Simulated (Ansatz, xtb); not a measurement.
**Relaxing a trial structure of F2GeH5N2+**

The starting geometry of this gas-phase singlet was built from a drawn formula by distance geometry and a force field; its bonds are those of `[NH3+][NH2+][Ge-]([F])[F]`.

```xyz
10

F     0.4048   -1.1782   -3.1832
F     1.3441   -2.5070   -0.8404
Ge   -0.0713   -1.8758   -1.6788
N    -0.0329    0.4598   -0.3620
N    -0.9110   -0.6219   -0.6472
H    -0.5039    1.1147    0.2360
H     0.7863    0.0839    0.1982
H     0.2246    0.9041   -1.2326
H    -1.7869   -0.2505   -1.1411
H    -1.2129   -1.0089    0.2878
```

**Question.** Predict what becomes of its bonds when it is optimised with r2SCAN-D4/def2-SVP.

**Answer.** It loosens into F2Ge + H5N2, which stay close as a complex (formulas without charges). Contacts that open: Ge3–N5 (1.83 → 2.60 Å).

The energy falls by 4.20 eV over 12 steps:

```
step  E − E(last) (eV)
   1             4.203
   2             2.302
   3             1.225
   5             0.320
   6             0.096
   7             0.038
   8             0.020
  10             0.000
  11             0.000
  12             0.000
```

Final geometry (Å):

```xyz
10

F     0.4451   -0.6662   -2.7425
F     1.2603   -1.8799   -0.6185
Ge    0.1907   -2.3008   -2.0140
N    -0.0328    0.2945   -0.4436
N    -1.1307   -0.6141   -0.5423
H    -0.1923    1.1501    0.1095
H     0.7721   -0.2838   -0.0932
H     0.2550    0.4880   -1.4357
H    -1.9276   -0.1396   -0.9793
H    -1.3988   -0.9280    0.3962
```

From the same start GFN2-xTB reaches the same bonding as this run.

The end wasn't checked by frequencies. Run with Ansatz 0.2.0, 38 s on 2 threads of Arm Neoverse V2 (shared host).
